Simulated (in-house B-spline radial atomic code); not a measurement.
## Binding energies in Cr⁵⁺

NIST's tabulated ground configuration is [Ar] 3d1; each binding energy is the energy of the ion with one electron taken from that subshell, relaxed, less that of the parent. Computed with a B-spline radial code for spherical atoms: Dirac-Hartree-Fock, average of configuration, Fermi nucleus of rms radius 3.6452 fm. Energies include first-order Breit, QED and recoil terms.

| subshell | X-ray name | binding energy (eV) | -ε (eV) | relaxation (eV) |
| --- | --- | --- | --- | --- |
| 1s | K | 6091.7 | 6133.0 | 32.6 |
| 2s | L1 | 803.8 | 814.6 | 10.1 |
| 2p1/2 | L2 | 689.2 | 701.4 | 11.6 |
| 2p3/2 | L3 | 680.7 | 692.6 | 11.4 |
| 3s | M1 | 172.8 | 174.3 | 1.4 |
| 3p1/2 | M2 | 136.7 | 138.2 | 1.4 |
| 3p3/2 | M3 | 135.6 | 137.0 | 1.4 |
| 3d | M4,5 | 89.53 | 90.66 | 1.15 |

Relaxation = -ε minus the binding energy without Breit, QED and recoil terms.

Emission lines follow as differences of binding energies, with λ = 12398.42 eV·Å / E:

```csv
line,holes,energy (eV),wavelength (Å)
K-L3,1s → 2p3/2,5411.0,2.2913
K-L2,1s → 2p1/2,5402.5,2.2949
K-M3,1s → 3p3/2,5956.1,2.0816
L1-M3,2s → 3p3/2,668.2,18.555
L3-M1,2p3/2 → 3s,507.9,24.411
```

Question: What screening constant σ does Moseley's law, E = (3/4)·13.6057 eV·(Z - σ)², need for K-L3?

Answer: σ = 0.97.

Question: What does it cost to remove both a 3s and a 3d electron?

Answer: 286.59 eV, which is 24.24 eV more than the two single binding energies together.

Question: What does it cost to remove both a 3s and a 3p3/2 electron?

Answer: 330.88 eV, which is 22.5 eV more than the two single binding energies together.

Question: What does it cost to remove both a 2p1/2 and a 3p3/2 electron?

Answer: 855.48 eV, which is 30.75 eV more than the two single binding energies together.
